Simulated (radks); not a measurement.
Results of a calculation; reference values are marked as such.
Ionisation of the neodymium ion Nd2+, [Xe] 4f4, to [Xe] 4f3 as the strength of local exchange is varied. Code: a radial shooting solver on a logarithmic mesh with Libxc functionals. Model: scalar-relativistic Kohn-Sham, Slater X-alpha exchange (alpha = 2/3 is LDA exchange), no correlation, spin-polarised, spherical densities, point nucleus; open shells are filled with parallel spins first (spin-orbit coupling, left out, can overturn this in heavy ions).

| alpha | E(Nd2+) (hartree) | exchange (hartree) | IE (eV) | -e of the level emptied (eV) | <r> of it (bohr) |
|---|---|---|---|---|---|
| 0.606 | -9591.6942 | -189.7584 | 20.472 | 12.902 (4f) | 1.106 |
| 0.667 | -9610.8784 | -209.2890 | 22.101 | 14.293 (4f) | 1.075 |
| 0.758 | -9639.5706 | -238.5657 | 24.650 | 16.519 (4f) | 1.036 |
| 0.84 | -9665.4994 | -265.0911 | 27.060 | 18.665 (4f) | 1.005 |
| 0.885 | -9679.7585 | -279.7055 | 28.425 | 19.895 (4f) | 0.9903 |
| 0.971 | -9707.0678 | -307.7491 | 31.114 | 22.340 (4f) | 0.9639 |

NIST Atomic Spectra Database: 22.09 eV (semi-empirical). The Delta-SCF value meets it near alpha = 0.67. Open shells are spherical and high-spin; term and fine-structure splittings are not resolved. Spin-orbit splitting is averaged out at the scalar-relativistic level.
